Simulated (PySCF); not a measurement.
## Radial density of Li+ (lithium, charge +1)

TPSS, 1s2, closed-shell 1S. Calculation: PySCF 2.14, in aug-cc-pVDZ-DK (4s3p2d, 23 functions); the spin-free X2C one-electron Hamiltonian (Gaussian nucleus).

```
r (bohr)  4πr²ρ (e/bohr)
 0.00703        0.008062
  0.0118         0.02239
  0.0199         0.06059
  0.0334          0.1571
  0.0562          0.3884
  0.0946          0.8748
   0.159           1.702
   0.268           2.593
   0.450           2.681
   0.757           1.500
    1.27          0.3119
    2.14         0.01365
    3.60       9.255e-05
```

Densities and radii are taken from the X2C orbitals without a picture-change correction, which distorts them close to the nucleus.
